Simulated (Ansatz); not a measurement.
`[NH2][Ti]([F])([F])[F]` and `[F][Ti]([F])([F])[I]` differ in one atom or group.

Ansatz, PBE0-D4/def2-TZVP geometries, multiplicity 1. Each molecule was computed in one conformer, which needn't be the lowest.

Elements past krypton have def2 core potentials. Scalar relativity is left out up to krypton.

```json
{"property": "HOMO–LUMO gap (B3LYP/def2-TZVPP) / eV", "`[NH2][Ti]([F])([F])[F]`": "5.55"}
{"property": "HOMO–LUMO gap (ωB97M-V/def2-TZVPP) / eV", "`[NH2][Ti]([F])([F])[F]`": "10.83"}
{"property": "HOMO energy (PBE0/def2-TZVPP) / eV", "`[NH2][Ti]([F])([F])[F]`": "-8.58"}
{"property": "HOMO–LUMO gap (PBE0/def2-TZVPP) / eV", "`[NH2][Ti]([F])([F])[F]`": "6.11"}
{"property": "size of the dipole moment (B3LYP/def2-TZVPP) / D", "`[NH2][Ti]([F])([F])[F]`": "2.87"}
{"property": "LUMO energy (B3LYP/def2-TZVPP) / eV", "`[NH2][Ti]([F])([F])[F]`": "-2.80"}
```

Question: What does the change do to each property? (An estimate is asked.)

Answer: Ansatz gave: 
| property | `[F][Ti]([F])([F])[I]` | shift |
| --- | --- | --- |
| HOMO–LUMO gap (B3LYP/def2-TZVPP) / eV | 4.64 | -0.91 |
| HOMO–LUMO gap (ωB97M-V/def2-TZVPP) / eV | 9.38 | -1.45 |
| HOMO energy (PBE0/def2-TZVPP) / eV | -8.51 | 0.07 |
| HOMO–LUMO gap (PBE0/def2-TZVPP) / eV | 5.14 | -0.97 |
| size of the dipole moment (B3LYP/def2-TZVPP) / D | 0.67 | -2.20 |
| LUMO energy (B3LYP/def2-TZVPP) / eV | -3.63 | -0.83 |

With PBE0 the HOMO rises by 0.07 eV and the LUMO falls by 0.90 eV, so the gap narrows by about 0.97 eV. PBE moves the HOMO by -0.27 eV and ωB97M-V by 0.38 eV. The zero-point energy changes by -61.5 kJ/mol with -6 modes. Dipoles are sizes alone; their direction can turn.

B3LYP here is the variant with VWN-RPA as its local correlation; programs differ in this.

Spin–orbit coupling is left out; it splits and shifts lone-pair levels of the heavy atoms by tenths of an eV.
